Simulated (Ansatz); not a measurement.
Total energies of C2H7FSSi, SMILES `CC[SiH](F)S`.

```xyz
12

C    -0.2227   -0.2194   -1.6830
C     0.0241    0.5545   -0.3891
Si   -0.1644   -0.4860    1.1394
F     0.8325   -1.7340    0.9995
S     0.2280    0.5995    2.9233
H    -0.1037    0.4244   -2.5574
H    -1.2343   -0.6320   -1.7154
H     0.4751   -1.0529   -1.7867
H     1.0318    0.9854   -0.3853
H    -0.6671    1.3994   -0.2987
H    -1.5285   -1.0382    1.3149
H     1.3292    1.1992    2.4384
```

Charge 0, multiplicity 1. The structure was optimised at the PBE0-D4/def2-TZVP level. It is one conformer, not always the lowest. Basis def2-TZVPP, the Gaussian-basis code of Ansatz.

RPA on PBE orbitals: Hartree–Fock energy of these orbitals -865.86557 Eh, correlation -1.49904 Eh (frozen core).

```csv
functional,energy without D4 (Eh),D4 term (kJ/mol)
LDA (SPW92),-864.22312,–
PBE,-867.62453,-25.8
revPBE,-867.96171,-76.9
BLYP,-868.09198,-56.4
r2SCAN,-868.01699,-6.4
B97M-V,-867.95374,–
r2SCANh,-868.00616,-6.8
r2SCAN0,-867.99106,-7.6
CAM-B3LYP,-868.10853,-22.2
LC-ωPBE,-867.85705,–
ωB97X-V,-868.00038,–
ωB97M-V,-868.04395,–
B2PLYP,-867.78325,–
PBE-QIDH,-867.51623,–
```

Question: Give the same for PBE0, B3LYP, HSE06 (plane-wave form), BHLYP. (An estimate is asked.)

Answer: Computed: 
```json
{"functional": "PBE0", "energy without D4 (Eh)": "-867.70452", "D4 term (kJ/mol)": "-21.9"}
{"functional": "B3LYP", "energy without D4 (Eh)": "-868.20536", "D4 term (kJ/mol)": "-41.5"}
{"functional": "HSE06 (plane-wave form)", "energy without D4 (Eh)": "-867.68124", "D4 term (kJ/mol)": "-20.4"}
{"functional": "BHLYP", "energy without D4 (Eh)": "-868.07285", "D4 term (kJ/mol)": "-32.0"}
```

B3LYP takes the VWN-RPA correlation (the form of Gaussian; ORCA's B3LYP/G). HSE06 is the plane-wave form, built on full-range PBE exchange. The double hybrids freeze the cores in their second-order part.

LC-ωPBE has ω = 0.4 bohr⁻¹.
